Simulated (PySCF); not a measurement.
C3H7O3 (SMILES COC(=O)[OH+]C), charge +1, singlet, at a GFN2-xTB geometry; HF/STO-3G (PySCF).

Here is a job for PySCF.
```python
from pyscf import gto, scf

mol = gto.Mole()
mol.atom = '''
    C     2.436945    0.246000   -0.304260
    O     1.067879   -0.083175   -0.648920
    C     0.160729    0.050397    0.225021
    O     0.022700    0.431928    1.313095
    O    -1.124619   -0.529626   -0.477989
    C    -2.399879   -0.122121    0.079044
    H     2.487047    0.744392    0.662646
    H     3.004990   -0.683780   -0.286058
    H     2.811615    0.894159   -1.095063
    H    -1.094256   -0.436771   -1.452867
    H    -2.291991   -0.104075    1.163762
    H    -2.697573    0.862865   -0.278680
    H    -3.134280   -0.875455   -0.202052
'''
mol.basis = 'sto-3g'
mol.charge = 1
mol.spin = 0
mol.verbose = 4
mol.build()

mf = scf.RHF(mol)
mf.conv_tol_grad = 1e-7
mf.kernel()
```

Write the output that PySCF gives for this input, abridged.


```
PySCF version 2.14.0

[INPUT] verbose = 4
[INPUT] num. atoms = 13
[INPUT] num. electrons = 48
[INPUT] charge = 1
[INPUT] spin (= nelec alpha-beta = 2S) = 0
[INPUT] symmetry False subgroup None
[INPUT] Mole.unit = angstrom
[INPUT] Symbol           X                Y                Z      unit          X                Y                Z       unit  Magmom
[INPUT]  1 C      2.436945000000   0.246000000000  -0.304260000000 AA    4.605158630628   0.464872626643  -0.574968070660 Bohr   0.0
[INPUT]  2 O      1.067879000000  -0.083175000000  -0.648920000000 AA    2.017998844174  -0.157177970411  -1.226281076753 Bohr   0.0
[INPUT]  3 C      0.160729000000   0.050397000000   0.225021000000 AA    0.303733790275   0.095236527500   0.425228062276 Bohr   0.0
[INPUT]  4 O      0.022700000000   0.431928000000   1.313095000000 AA    0.042896783028   0.816225625531   2.481389925536 Bohr   0.0
[INPUT]  5 O     -1.124619000000  -0.529626000000  -0.477989000000 AA   -2.125221904482  -1.000848088449  -0.903268300555 Bohr   0.0
[INPUT]  6 C     -2.399879000000  -0.122121000000   0.079044000000 AA   -4.535114042095  -0.230775244058   0.149371511790 Bohr   0.0
[INPUT]  7 H      2.487047000000   0.744392000000   0.662646000000 AA    4.699837688921   1.406697009317   1.252219457539 Bohr   0.0
[INPUT]  8 H      3.004990000000  -0.683780000000  -0.286058000000 AA    5.678608107057  -1.292156929455  -0.540571275741 Bohr   0.0
[INPUT]  9 H      2.811615000000   0.894159000000  -1.095063000000 AA    5.313182317719   1.689715621815  -2.069369159145 Bohr   0.0
[INPUT] 10 H     -1.094256000000  -0.436771000000  -1.452867000000 AA   -2.067844150162  -0.825377569152  -2.745520725418 Bohr   0.0
[INPUT] 11 H     -2.291991000000  -0.104075000000   1.163762000000 AA   -4.331235269968  -0.196673246414   2.199191454176 Bohr   0.0
[INPUT] 12 H     -2.697573000000   0.862865000000  -0.278680000000 AA   -5.097674171021   1.630578532473  -0.526628876394 Bohr   0.0
[INPUT] 13 H     -3.134280000000  -0.875455000000  -0.202052000000 AA   -5.922930797702  -1.654370184381  -0.381822942921 Bohr   0.0

nuclear repulsion = 258.373482191121
number of shells = 25
number of NR pGTOs = 111
number of NR cGTOs = 37
basis = sto-3g
ecp = {}

******** <class 'pyscf.scf.hf.RHF'> ********
method = RHF
initial guess = minao
damping factor = 0
level_shift factor = 0
DIIS = <class 'pyscf.scf.diis.CDIIS'>
diis_start_cycle = 1
diis_space = 8
diis_damp = 0
SCF conv_tol = 1e-09
SCF conv_tol_grad = 1e-07
SCF max_cycles = 50
direct_scf = True
direct_scf_tol = 1e-13
Initial guess from minao.
init E= -339.190616875228
  HOMO = -0.361536949652131  LUMO = 0.172376986771641  gap/eV = 14.52854
cycle= 1 E= -337.40482265612  delta_E= 1.79  |g|= 0.776  |ddm|= 4.43
  HOMO = -0.533990974112266  LUMO = 0.0309273663305477  gap/eV = 15.37221
cycle= 2 E= -337.530089505713  delta_E= -0.125  |g|= 0.541  |ddm|= 1.47
  HOMO = -0.594041452176567  LUMO = 0.0552090823110951  gap/eV = 17.66701
cycle= 3 E= -337.601095937183  delta_E= -0.071  |g|= 0.0771  |ddm|= 0.631
  HOMO = -0.601551200873205  LUMO = 0.0692727653778955  gap/eV = 18.25405
cycle= 4 E= -337.60341698539  delta_E= -0.00232  |g|= 0.0272  |ddm|= 0.118
  HOMO = -0.597489278546923  LUMO = 0.0713089496678513  gap/eV = 18.19893
cycle= 5 E= -337.60389438218  delta_E= -0.000477  |g|= 0.00937  |ddm|= 0.0598
  HOMO = -0.597520084458123  LUMO = 0.0707327043102343  gap/eV = 18.18408
cycle= 6 E= -337.603993379069  delta_E= -9.9e-05  |g|= 0.0038  |ddm|= 0.0325
  HOMO = -0.596816363790777  LUMO = 0.0709373299725131  gap/eV = 18.17050
cycle= 7 E= -337.604007505157  delta_E= -1.41e-05  |g|= 0.000666  |ddm|= 0.0151
  HOMO = -0.596824793235319  LUMO = 0.07113595744358  gap/eV = 18.17614
cycle= 8 E= -337.604007850809  delta_E= -3.46e-07  |g|= 0.000166  |ddm|= 0.00217
  HOMO = -0.596817423731804  LUMO = 0.0711237372814542  gap/eV = 18.17560
cycle= 9 E= -337.604007870533  delta_E= -1.97e-08  |g|= 3.54e-05  |ddm|= 0.000482
  HOMO = -0.596821620345801  LUMO = 0.071112334523184  gap/eV = 18.17541
cycle= 10 E= -337.604007871524  delta_E= -9.91e-10  |g|= 1.07e-05  |ddm|= 9.82e-05
  HOMO = -0.596822851280852  LUMO = 0.0711120600986679  gap/eV = 18.17543
cycle= 11 E= -337.60400787164  delta_E= -1.16e-10  |g|= 3.47e-06  |ddm|= 3.55e-05
  HOMO = -0.596822740098425  LUMO = 0.0711122883023574  gap/eV = 18.17544
cycle= 12 E= -337.604007871657  delta_E= -1.66e-11  |g|= 1.62e-06  |ddm|= 1.21e-05
  HOMO = -0.596822650331486  LUMO = 0.0711124337438571  gap/eV = 18.17544
cycle= 13 E= -337.60400787166  delta_E= -3.18e-12  |g|= 6.05e-07  |ddm|= 7.11e-06
  HOMO = -0.596822701083494  LUMO = 0.071112397672639  gap/eV = 18.17544
cycle= 14 E= -337.604007871661  delta_E= -9.09e-13  |g|= 2.25e-07  |ddm|= 2.3e-06
  HOMO = -0.596822691153156  LUMO = 0.0711123604877602  gap/eV = 18.17544
cycle= 15 E= -337.60400787166  delta_E= 1.36e-12  |g|= 5.15e-08  |ddm|= 7.94e-07
  HOMO = -0.596822696445126  LUMO = 0.0711123639641543  gap/eV = 18.17544
Extra cycle  E= -337.604007871662  delta_E= -2.5e-12  |g|= 2.55e-08  |ddm|= 1.08e-07
converged SCF energy = -337.604007871662
```
